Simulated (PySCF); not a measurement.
## Mass spectrum arithmetic for `CO[Si@@H](Cl)P[SiH3]`

Species: `CO[Si@@H](Cl)P[SiH3]`.

All values are calculated from tables of isotopes.

Task: Molar mass and exact mass?

Result: For CH8ClOPSi2, with standard atomic weights, 1 × 12.011 + 1 × 15.999 + 2 × 28.085 + 1 × 35.450 + 1 × 30.974 + 8 × 1.008 = 158.668 g/mol. From the most abundant isotopes (12C, 16O, 28Si, 35Cl, 31P, 1H), 1 × 12.000000 + 1 × 15.994915 + 2 × 27.976927 + 1 × 34.968853 + 1 × 30.973762 + 8 × 1.007825 = 157.9540 u.

Task: Work out the cluster of the molecular ion M+•, one line a nominal mass.

Result: 
```tsv
nominal mass	m/z (centroid)	relative intensity
158	157.9534	100.0
159	158.9534	11.4
160	159.9505	39.2
161	160.9505	4.1
162	161.9478	2.5
163	162.9481	0.1
```

Cut off at 0.1 %. One electron mass, 0.00055 u, is taken off.

Task: Which m/z would the protonated, sodiated and deprotonated molecule have?

Result: [M+H]+ 158.9613, [M+Na]+ 180.9432, [M−H]− 156.9467, for the monoisotopic species (arithmetic only; whether such ions form is another matter).

Task: Resolve the fine structure: one atom at a time replaced by a minor isotope.

Result: Intensity in % of the monoisotopic species:

```csv
isotope,mass shift (u),m/z,intensity (%)
29Si,+0.99957,158.9530,10.16
13C,+1.00335,158.9568,1.08
17O,+1.00422,158.9577,0.04
2H,+1.00628,158.9597,0.09
30Si,+1.99684,159.9503,6.69
37Cl,+1.99705,159.9505,31.96
18O,+2.00425,159.9577,0.21
```

Species under 0.02 % are left out.

Task: What resolving power m/Δm just matches the spacing of the species with one 30Si and with one 37Cl?

Result: They lie 0.00021 u apart at mass 159.95, so m/Δm is about 780000.
